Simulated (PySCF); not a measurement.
**Correlation energy of S (sulfur, neutral)**

[Ne] 3s2 3p4, high-spin 3P determinant. Computed with PySCF 2.14 in x2c-SVPall (4s3p1d, 18 functions), with scalar relativity by spin-free X2C-1e. Frozen: [Ne]; 6 electrons correlated.

MP2 pair energies summed by pair of shells (mhartree):

| pair | energy | share (%) |
| --- | --- | --- |
| 3p-3p | -38.26 | 46.6 |
| 3s-3p | -36.20 | 44.1 |
| 3s-3s | -7.69 | 9.4 |

Total MP2 correlation energy: -82.15 mhartree.

Same-spin part -19.87 and opposite-spin part -62.29 mhartree; SCS-MP2 scales them by 1/3 and 6/5 to -81.37 mhartree.

| level | correlation energy (mhartree) |
| --- | --- |
| CCSD | -100.45 |
| (T) | -1.12 |
| CCSD(T) | -101.57 |

Diagnostics: T1 = 0.0072, D1 = 0.0208, largest double amplitude 0.050.

Cost of the coupled-cluster step: 0.1 s of wall time on 1 thread of Neoverse-V1 (shared host), for 6 correlated electrons.
